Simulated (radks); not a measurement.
Values are calculated unless marked as measured or tabulated.
These are the eigenvalues of the occupied orbitals of an atom or ion with whole-number occupations (eV). Level of theory: Dirac Kohn-Sham, PBE, spin-unpolarised, spherical densities, point nucleus (a radial shooting solver on a logarithmic mesh with Libxc functionals).

orbital  eigenvalue
1s1/2     -3612.257
2s1/2     -439.5041
2p1/2     -368.6794
2p3/2     -365.7548
3s1/2     -107.5620
3p1/2      -89.3364
3p3/2      -88.9419

Which element is it, and in what charge state? The configuration may be excited. Open shells, if any, are shared by 2j + 1.

Answer. Z = 19, potassium, charge +5: K5+ in [Ne] 3s2 3p2. The list shows which subshells hold electrons but not how many an open one holds; the 1s level, -132.75 hartree, gives Z - s = 16.3 by -(Z - s)^2/2, which with screening and relativity narrows Z to a few neighbours, and the depths of the outer levels then fix element, charge and occupations together.
